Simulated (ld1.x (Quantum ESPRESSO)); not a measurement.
Ag: variants of one TM potential

Base potential:

silver, norm-conserving Troullier–Martins (Kleinman–Bylander form), made with ld1.x (Quantum ESPRESSO) 7.5 (PW91, scalar-relativistic). Core [Kr], reference 4d10 5s1 5p0. Waves: 5s (bound): rc 2.45 bohr; 4d (bound): rc 1.40 bohr; 4f channel at -0.05 Ry: rc 3.60 bohr; 5p (bound, empty): rc 4.20 bohr. Local part: the p channel. Core correction: a·sin(br)/r model core inside 0.70 bohr.

Cutoffs, loose and tight: the cutoffs (Ry, on a coarse ladder) from which the occupation-weighted sum of valence levels, in a spherical-Bessel basis at the reference potential, stays within 10 and 1 mRy of its value at 400 Ry. They do not see the model core or the augmentation charge, which bear on the density cutoff. Test errors are all-electron minus pseudo excitation energies from the reference, over the configurations 4d10 5s0 5p0; 4d9 5s0 5p0; 4d8 5s0 5p0; 4d9 5s1 5p0; 4d10 5s0.5 5p0; 4d9 5s1 5p1; 4d9 5s2 5p0. A dash means not determined; rows that change the core or the reference have their own tests. The largest error is taken over the tests solved by every variant that gives reliable tests at all: 4d10 5s0 5p0; 4d8 5s0 5p0; 4d9 5s0 5p0.

A true bound ghost makes a file unfit for plane-wave use even where its test errors are small: the radial tests pick states by their node count and pass the ghost by. Where a test does run into it, the solver fails or the error is huge.

| change | outcome | cutoff, loose | cutoff, tight | bound ghosts | largest test error (meV) |
| --- | --- | --- | --- | --- | --- |
| base | generated | 80 Ry | 110 Ry | s | -1088 |
| all radii but the core radius scaled by about 0.87 (s 2.12, p 3.64, d 1.22, f 3.12 bohr) | generated | 80 Ry | 100 Ry | none | -1054 |
| all radii but the core radius scaled by about 1.12 (s 2.74, p 4.70, d 1.56, f 4.02 bohr) | generated | 70 Ry | 110 Ry | f, s | -1133 |
| all radii but the core radius scaled by about 1.18 (s 2.90, p 4.96, d 1.66, f 4.26 bohr) | generated | 70 Ry | 100 Ry | s | -1177 |
| all radii but the core radius scaled by about 1.39 (s 3.40, p 5.84, d 1.94, f 5.00 bohr) | generated | 55 Ry | 90 Ry | s | -1303 |

Task: What comes out with this change to the base: all radii but the core radius scaled by about 0.93 (s 2.28, p 3.90, d 1.30, f 3.34 bohr)?

Result: outcome: generated; cutoff, loose: 80 Ry; cutoff, tight: 110 Ry; bound ghosts: none; largest test error (meV): -1064.

Task: What comes out with this change to the base: all radii but the core radius scaled by about 1.30 (s 3.20, p 5.48, d 1.82, f 4.70 bohr)?

Result: outcome: generated; cutoff, loose: 60 Ry; cutoff, tight: 90 Ry; bound ghosts: s; largest test error (meV): -1260.

Task: What comes out with this change to the base: all radii but the core radius scaled by about 0.75 (s 1.84, p 3.16, d 1.06, f 2.70 bohr)?

Result: outcome: generated; cutoff, loose: 100 Ry; cutoff, tight: 140 Ry; bound ghosts: none; largest test error (meV): -1042.

Reading the sweep of the scale of all radii but the core radius (base = 1) (base included, trends over the rows without a ghost): Bound ghosts are found at 1, 1.12, 1.18, 1.3, 1.39.
